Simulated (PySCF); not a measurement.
A species of formula C6H8F4O2 has this rotational fingerprint, computed with PBE0-D3(BJ)/def2-SVP geometry optimisation, gas phase (PySCF):

```
Rotational constants : A = 1952, B = 619.3, C = 565.5 MHz
Dipole components    : |μa| = 1.15 D, |μb| = 2.44 D, |μc| = 0.40 D
Inertial defect      : -181.38 u·Å²
κ                    : -0.92
```

Question: Which candidate fits, each taken in the one conformer that was computed?
A. `[CH3:1][C@@:2]1([O:3][CH:4]([F:5])[F:6])[CH2:7][C@H:8]([F:9])[O:10][C@@H:11]1[F:12]` with C1–C2–O3–C4 -51°, C2–O3–C4–F5 77°, C1–C2–C7–C8 88°, C2–C7–C8–F9 132°, C7–C8–O10–C11 13°, C8–O10–C11–F12 85°
B. `[F:1][C@@H:2]1[CH2:3][C@@H:4]([CH2:5][C:6]([F:7])([F:8])[F:9])[O:10][CH2:11][O:12]1` with C3–C4–C5–C6 -69°, F1–C2–C3–C4 -72°, C2–C3–C4–C5 -170°, C3–C4–O10–C11 58°, C4–O10–C11–O12 -61°

Answer: A. It is C[C@@]1(OC(F)F)C[C@H](F)O[C@@H]1F, a near-prolate asymmetric top, point group C1. The candidates at the same level (rigid rotor, commonest isotopes):

```tsv
SMILES	A (MHz)	B (MHz)	C (MHz)	μa (D)	μb (D)	μc (D)	Δ (u·Å²)	point group	rotor
F[C@@H]1C[C@@H](CC(F)(F)F)OCO1	1937	505.6	459.9	0.42	0.82	0.70	-161.39	C1	near-prolate asymmetric top
C[C@@]1(OC(F)F)C[C@H](F)O[C@@H]1F	1952	619.3	565.5	1.15	2.44	0.40	-181.38	C1	near-prolate asymmetric top
```

`F[C@@H]1C[C@@H](CC(F)(F)F)OCO1` has C 19 % too low. No structure here is proved a minimum.
